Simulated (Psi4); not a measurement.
How methods differ on WClO2F (SMILES [O]=[W](=[O])([F])[Cl])

WClO2F: 5 atoms, total charge 0, spin state singlet. As SMILES, `[O]=[W](=[O])([F])[Cl]`. The shape was relaxed beforehand at PBE0/def2-TZVP.

```jsonl
{"atom": "O", "x (Å)": "-0.4574", "y (Å)": "-0.7362", "z (Å)": "1.5236"}
{"atom": "W", "x (Å)": "0.0904", "y (Å)": "-0.1344", "z (Å)": "0.0404"}
{"atom": "O", "x (Å)": "1.7792", "y (Å)": "-0.2270", "z (Å)": "0.0741"}
{"atom": "F", "x (Å)": "-0.5565", "y (Å)": "-1.1954", "z (Å)": "-1.3304"}
{"atom": "Cl", "x (Å)": "-0.5129", "y (Å)": "2.0304", "z (Å)": "-0.1307"}
```

Each level gives the dipole moment (D). The values are calculated.

```csv
level,kind,program,value (D),CPU time
"PBE-D4/def2-TZVPP (density fitting, core potential)",GGA,Psi4,1.76,42 s
"r2SCAN-D4/def2-TZVPP (density fitting, core potential)",meta-GGA,Psi4,1.82,70 s
"B3LYP-D4/def2-TZVPP (density fitting, core potential)",global hybrid,Psi4,1.90,38 s
"PBE0-D4/def2-TZVPP (density fitting, core potential)",global hybrid,Psi4,1.88,34 s
"wB97M-V/def2-TZVPP (density fitting, core potential)",range-separated hybrid,Psi4,1.90,78 s
```

The values span 1.76 to 1.90 D. Magnitudes only. Times are those of the runs behind each value, whatever else they computed, on shared processors of several kinds: orders of magnitude only.
